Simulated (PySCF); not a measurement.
An equivalent PySCF input for Tl (thallium, neutral), [Xe] 4f14 5d10 6s2 6p1, 2P determinant, with scalar relativity through the core potential:

```python
from pyscf import gto, scf, dft, mp, cc
import basis_set_exchange as bse
txt = bse.get_basis("aug-cc-pVDZ-PP", elements=["Tl"], fmt="nwchem", header=False)
cut = txt.index("\nECP")
mol = gto.M(atom="Tl 0 0 0", charge=0, spin=1, symmetry="D2h",
            basis=gto.basis.parse(txt[:cut]),
            ecp={"Tl": gto.basis.parse_ecp(txt[cut:])})
mf = dft.UKS(mol, xc="LDA,VWN")
mf.irrep_nelec = {'Ag': (4, 4), 'B1g': (1, 1), 'B2g': (1, 1), 'B3g': (1, 1), 'B1u': (1, 1), 'B2u': (2, 1), 'B3u': (1, 1)}
mf.kernel()
```

It reaches the same state as the run whose output follows, with an energy that differs only through the grid. The run itself started from symmetry-adapted Hartree-Fock orbitals and held the occupation by maximum overlap, on a logarithmic radial grid, so the iterations belong to that start.

```
SCF conv_tol = 1e-09
number electrons alpha = 11  beta = 10
XC functionals = LDA,VWN
    P. A. M. Dirac.,  Math. Proc. Cambridge Philos. Soc. 26, 376 (1930)
    F. Bloch.,  Z. Phys. 57, 545 (1929)
    S. H. Vosko, L. Wilk, and M. Nusair.,  Can. J. Phys. 58, 1200 (1980)
cycle= 1 E= -172.250691604819  delta_E= -0.0126  |g|= 0.0364  |ddm|= 0.536
cycle= 2 E= -172.250895499557  delta_E= -0.000204  |g|= 0.0287  |ddm|= 0.144
cycle= 3 E= -172.2513707128  delta_E= -0.000475  |g|= 0.00132  |ddm|= 0.0972
cycle= 4 E= -172.251372212854  delta_E= -1.5e-06  |g|= 1.3e-05  |ddm|= 0.00863
cycle= 5 E= -172.251372213216  delta_E= -3.62e-10  |g|= 1.43e-06  |ddm|= 0.000138
converged SCF energy = -172.251372213216  <S^2> = 0.75058621  2S+1 = 2.0005861
```

Energies and moments cover only the electrons outside the core potential. Spin-orbit coupling, absent here, splits the open shell strongly.
